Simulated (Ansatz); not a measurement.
A nudged elastic band was laid between two geometries of CH₇BFNSi (12 atoms, charge 0, multiplicity 1).

These are results of RKS PBE0/def2-SVP (Ansatz), not measurements.

```yaml
movable_images: 5
climbing_image: yes
spring: 5.0 eV/Å²
optimiser: quadratic models (default)
start_path: IDPP
force_threshold: 0.05 eV/Å
iteration_limit: 60
end_points: relaxed
```

First end point:

```xyz
12
Properties=species:S:1:pos:R:3
N 0.090 1.612 1.452
C -0.464 0.852 0.345
Si 0.495 -0.761 0.066
B -0.155 -1.802 -1.561
F -1.117 -1.312 -2.330
H 1.041 1.911 1.243
H -0.448 2.460 1.621
H -1.498 0.554 0.592
H -0.536 1.392 -0.625
H 1.948 -0.438 -0.148
H 0.426 -1.642 1.277
H 0.294 -2.881 -1.897
```

Last end point:

```xyz
12
Properties=species:S:1:pos:R:3
N -0.171 1.799 1.341
C -0.594 0.898 0.278
Si 0.542 -0.618 -0.011
B -0.069 -1.823 -1.542
F -0.207 -1.293 -2.749
H 0.765 2.155 1.160
H -0.118 1.305 2.230
H -1.620 0.551 0.488
H -0.672 1.462 -0.667
H 1.918 -0.099 -0.319
H 0.646 -1.390 1.271
H -0.343 -3.003 -1.446
```

**Question.** Which bonds break or form, and what moves?

**Answer.** No bond is made or broken. The height of N1 over the plane of its neighbours goes from 0.38 to -0.38 Å.

**Question.** Give the energies along the band, and the barrier.

**Answer.** The run converged. The highest image is number 3 of 0 to 6, 0.196 eV above the first end and 0.176 eV above the last; the last end lies 0.020 eV above the first. A structure lower than the last end lies on the path between it and the top, so the climb from that side starts below the end, which may itself be a saddle point or a shallow side well. A vibrational analysis at the climbing image gives one clearly imaginary mode, 610i cm⁻¹: a first-order saddle point.

| image | path coordinate (Å) | energy (eV) | height of N1 over the plane of its neighbours (Å) |
| --- | --- | --- | --- |
| 0 | 0.00 | 0.000 | 0.38 |
| 1 | 0.23 | 0.005 | 0.36 |
| 2 | 0.46 | 0.099 | 0.20 |
| 3 | 0.69 | 0.196 | -0.05 |
| 4 | 1.45 | 0.040 | -0.37 |
| 5 | 2.20 | 0.015 | -0.39 |
| 6 | 2.95 | 0.020 | -0.38 |

**Question.** What is the geometry of the highest image?

**Answer.** 
```xyz
12
Properties=species:S:1:pos:R:3
N 0.067 1.780 1.232
C -0.486 0.912 0.240
Si 0.494 -0.702 0.043
B -0.110 -1.860 -1.523
F -1.034 -1.420 -2.363
H 1.059 1.815 1.399
H -0.525 2.283 1.870
H -1.508 0.603 0.527
H -0.602 1.375 -0.767
H 1.944 -0.363 -0.175
H 0.443 -1.510 1.307
H 0.334 -2.968 -1.755
```

Run time: 5.8 min on 2 threads of Arm Neoverse V2, on a shared host, peak memory 0.24 GiB.
